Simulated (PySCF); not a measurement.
## Al⁺ (aluminium, charge +1): PBEsol calculation

Configuration: [Ne] 3s1 4s1, high-spin 3S determinant (an excited configuration). All numbers are calculated (PySCF 2.14, the non-relativistic Hamiltonian (point nucleus), in dyall-av3z).

```
Total energy                                     : -241.1240 hartree
One-electron energy                              : -329.8860 hartree
Hartree (Coulomb) energy                         : 106.3317 hartree
Exchange-correlation energy                      : -17.5697 hartree
Kinetic energy                                   : 240.71430 hartree
⟨S²⟩                                             : 2.0000
⟨L²⟩                                             : 0.000
Sum of ⟨r⟩                                       : 12.86 bohr
Sum of ⟨r²⟩                                      : 43.77 bohr²
Density at the nucleus (Gaussians lack the cusp) : 1390 bohr⁻³
Spin density at the nucleus                      : 4.85 bohr⁻³
Langevin diamagnetic susceptibility              : -34.7 ×10⁻⁶ cm³/mol
```

```tsv
shell	electrons	mean orbital energy (eV)	rms radius, mean of both spins (bohr)
1s α	1	-1519.5	0.140
1s β	1	-1519.3	0.140
2s α	1	-122.12	0.687
2s β	1	-121.88	0.687
2p α	3	-84.321	0.678
2p β	3	-84.056	0.678
3s α	1	-19.101	2.39
4s α	1	-6.092	5.86
```

The outer electron is Rydberg-like, and this basis confines it to a smaller radius and binds it less than a complete one would.
